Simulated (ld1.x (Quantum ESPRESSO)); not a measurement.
## zinc (Zn): one change to an ultrasoft potential, before and after

ld1.x (Quantum ESPRESSO) 7.5 input, shortened:

```
&input
   title='Zn', zed=30., rel=1, dft='PZ', iswitch=3,
   config='[Ar] 3d10 4s2 4p0'
 /
 &inputp
   pseudotype=3, tm=.true., lloc=-1, rcloc=2.15,
   nlcc=.true., new_core_ps=.true.,
   which_augfun='PSQ', rmatch_augfun_nc=.true.
 /
6
4S  1  0   2.00   0.00  1.65  2.30  0.0
4S  1  0   0.00  -0.10  1.65  2.30  0.0
4P  2  1   0.00   0.00  2.00  2.25  0.0
4P  2  1   0.00   2.20  2.00  2.25  0.0
3D  3  2  10.00   0.00  1.45  1.55  0.0
3D  3  2   0.00  -0.15  1.45  1.55  0.0
 &test
   configts(1)='3d10 4s2 4p0'
 /
```

Change: waves 4p (bound): rcut 2.00, rcutus 2.78 bohr; 4p channel at 2.2 Ry: rcut 2.00, rcutus 2.78 bohr.

Cutoffs: the cutoffs (Ry, on a coarse ladder) from which the occupation-weighted sum of valence levels, in a spherical-Bessel basis at the reference potential, stays within 10 and 1 mRy of its value at 400 Ry; they do not see the model core or the augmentation charge, which bear on the density cutoff. Errors are all-electron minus pseudo energies relative to the spin-unpolarised reference configuration.

Task: Predict the effect on cutoff, ghosts and configuration errors.

Result: The potential gets neither clearly harder nor softer (45 Ry and 80 Ry → 45 Ry and 80 Ry); of the 9 tests that both files solve, the error grows in 0 and shrinks in 2 by more than 15 % and 0.3 meV (median size 10.3 → 10.3 meV); neither file shows a bound ghost.

```tsv
quantity	base	changed
cutoff, loose	45 Ry	45 Ry
cutoff, tight	80 Ry	80 Ry
bound ghosts	none	none
error for 3d10 4s1 4p0, meV [ΔE 10.19 eV]	-4.6	-4.6
error for 3d10 4s0 4p0, meV [ΔE 28.96 eV]	-29	-29
error for 3d9 4s0 4p0, meV [ΔE 69.85 eV]	-10	-10
error for 3d10 4s0 4p2, meV [ΔE 10.75 eV]	-5.7	-3.3
error for 3d9 4s2 4p0, meV [ΔE 18.21 eV]	+54	+54
error for 3d10 4s1.5 4p0, meV [ΔE 4.08 eV]	-1.1	-1.1
error for 3d9 4s2 4p1, meV [ΔE 12.36 eV]	+55	+32
error for 3d10 4s1 4p0 (spin-polarised), meV [ΔE 9.94 eV]	-4.7	-4.7
error for 3d9 4s0 4p0 (spin-polarised), meV [ΔE 69.58 eV]	-26	-26
lowest overlap eigenvalue by channel	s 0.40, p 0.64, d 1.00	s 0.40, p 0.62, d 1.00
```
